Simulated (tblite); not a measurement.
Species: C₁₉H₁₃NS.
Cartesian coordinates in Å at the GFN2-xTB level; atoms count from 1:
```
atom  x, y, z in Å
S1    -8.5819   -1.2081    0.6886
C2    -7.5377   -0.1148    1.3001
C3    -6.1197   -0.1136    1.1021
C4    -5.4868   -1.1005    0.3306
C5    -4.1262   -1.0833    0.1489
C6    -3.3496   -0.0712    0.7300
C7    -1.9598   -0.0434    0.5224
C8    -0.7667   -0.0184    0.3243
C9     0.6143    0.0024    0.0524
C10    1.3716    1.1543    0.2808
C11    2.7134    1.1801   -0.0313
C12    3.3377    0.0539   -0.5704
N13    4.6886    0.0851   -0.9099
C14    5.2752   -0.6359   -1.9144
C15    6.6019   -0.3256   -1.9605
C16    6.8451    0.6148   -0.9344
C17    5.6533    0.8525   -0.3163
C18    2.5861   -1.1048   -0.7754
C19    1.2426   -1.1297   -0.4744
C20   -3.9728    0.9162    1.5038
C21   -5.3346    0.8928    1.6867
H22   -7.9391    0.6894    1.9119
H23   -6.0940   -1.8722   -0.1188
H24   -3.6406   -1.8430   -0.4457
H25    0.8922    2.0317    0.6889
H26    3.2807    2.0850    0.1217
H27    4.7021   -1.2819   -2.5488
H28    7.3240   -0.7199   -2.6476
H29    7.7889    1.0593   -0.6880
H30    5.4325    1.4785    0.5248
H31    3.0639   -1.9914   -1.1624
H32    0.6655   -2.0278   -0.6377
H33   -3.3700    1.6917    1.9535
H34   -5.8134    1.6567    2.2828
```

Computed geometry: GFN2-xTB, gas phase.

Masses are those of the commonest isotopes; rigid-rotor values at the optimised geometry. The values belong to one conformer with, in the numbering `[S:1]=[CH:2][c:3]1[cH:4][cH:5][c:6]([C:7]#[C:8][c:9]2[cH:10][cH:11][c:12](-[n:13]3[cH:14][cH:15][cH:16][cH:17]3)[cH:18][cH:19]2)[cH:20][cH:21]1`, S1–C2–C3–C4 0°, C11–C12–N13–C14 -150°.

(1) Give the principal moments of inertia and the rotational constants in MHz.

(2) Classify the top.

(3) Is it planar, by Δ = Ic − Ia − Ib?

(4) Give the other two planar moments, Paa and Pbb, and the rms extents of the mass along the axes.

(5) Estimate the classical rotational partition function at 10 K, 25 K and 50 K.

Answers

(1) Ia = 276.51, Ib = 7615.39, Ic = 7865.85 u·Å²; 505379 MHz·u·Å²/I gives A = 1828, B = 66.4, C = 64.2 MHz.

(2) A near-prolate asymmetric top: κ = (2 × 66.4 − 1828 − 64.2)/(1828 − 64.2) = -1.00.

(3) Not planar: Δ = Ic − Ia − Ib = -26.06 u·Å². For a rigid frame Δ = −2 Σ m c², so Σ m c² = 13.03 u·Å² lies off the ab plane: 2.39 from hydrogen and 10.64 from heavier atoms. The atom farthest from that plane is 0.71 Å away.

(4) Paa = Σ m a² = (Ib + Ic − Ia)/2 = 7602.36 and Pbb = Σ m b² = (Ia + Ic − Ib)/2 = 263.48 u·Å². With the mass M = 287.08 u, the rms extents √(P/M) along a, b and c are 5.15, 0.96, 0.21 Å.

(5) Point group C1, symmetry number σ = 1; q = (√π/σ)·√((kT/h)³/(ABC)), k/h = 20836.6 MHz/K: 60400 at 10 K, 239000 at 25 K, 675000 at 50 K.

Its lowest GFN2-xTB frequency is 14 cm⁻¹, too small to tell a flat minimum from a shallow saddle. These are rigid-rotor constants of the computed structure; measured ground-state constants (B0) also hold zero-point vibration.
